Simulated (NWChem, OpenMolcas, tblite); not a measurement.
**InHCl2O (SMILES [OH][In]([Cl])[Cl]): methods side by side**

InHCl2O has 5 atoms, charge 0, and is taken as a singlet. SMILES: `[OH][In]([Cl])[Cl]`. The shape is that of a PBE0-D4/def2-TZVP optimisation.

```xyz
5

O    -0.3478    1.5102   -0.1372
In   -0.0879   -0.4329   -0.1008
Cl    1.7226   -1.3206    1.0199
Cl   -1.5806   -1.8016   -1.1706
H     0.3436    1.9712    0.3472
```

Each level gives the vertical ionisation energy (to the doublet cation) (eV). The values are calculated.

```csv
level,kind,program,value (eV),less CCSD(T)/def2-SVP,CPU time (all runs)
IPEA1-xTB,semi-empirical,tblite,15.85,+4.61,2.1 s
HF/def2-SVP (core potential),Hartree–Fock,OpenMolcas,10.11,-1.13,28 s
SVWN5/def2-SVP (core potential),LDA,OpenMolcas,10.67,-0.57,3.3 min
PBE/def2-SVP (core potential),GGA,OpenMolcas,10.48,-0.76,3 min
M06-L/def2-SVP (core potential),meta-GGA,OpenMolcas,10.83,-0.41,2.5 min
r2SCAN/def2-SVP (core potential),meta-GGA,OpenMolcas,10.87,-0.37,2.8 min
BHLYP/def2-SVP (core potential),global hybrid,OpenMolcas,11.30,+0.06,83 s
MP2/def2-SVP (core potential),perturbation theory,NWChem,11.52,+0.28,3.1 min
"CCSD(T)/def2-SVP (core potential), open shells restricted",coupled cluster or CI,OpenMolcas,11.24,0.00,2.7 min
```

CCSD(T)/def2-SVP (core potential), open shells restricted is the highest level here, not the true value. Spin-orbit coupling, which can split open shells on such heavy atoms by tenths of an eV, is left out. The values span 10.11 to 15.85 eV. The xTB values lack the empirical shift that such differences need. In the correlated wave-function rows the outer d shell of In is correlated, in sets not made for it. CPU times are rough (shared hosts, several kinds of processor and program).
